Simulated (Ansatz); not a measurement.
Basis-set extrapolation for C₉H₂₀, SMILES `CCCCCC(C)(C)C` (PBE0-D4/def2-TZVP geometry, frozen core, the Gaussian-basis code of Ansatz). Multiplicity 1, RHF reference.

|  | def2-TZVPP | def2-QZVPP |
| --- | --- | --- |
| HF | -352.594394 | -352.610999 |
| MP2 correlation | -1.600330 | -1.697934 |
| CCSD(T) correlation | -1.766832 | not run |

Energies in hartree. Use E(X) = E(∞) + A·exp(−7.88·√X) for Hartree–Fock and E(X) = E(∞) + B·X^(−2.97) for correlation, with X = 3 and 4, and add CCSD(T) minus MP2 of the smaller set to the MP2 limit.

**Question.** What is the CCSD(T) energy at the basis-set limit?

**Answer.** HF limit: -352.610999 + (-0.016605) × 0.13774 = -352.61329. MP2 limit: -1.697934 + (-0.097604) × 0.74074 = -1.77023. Higher-order term: -1.766832 − (-1.600330) = -0.16650. Total: -354.55002 hartree, 495.7 kJ/mol below CCSD(T)/def2-TZVPP.
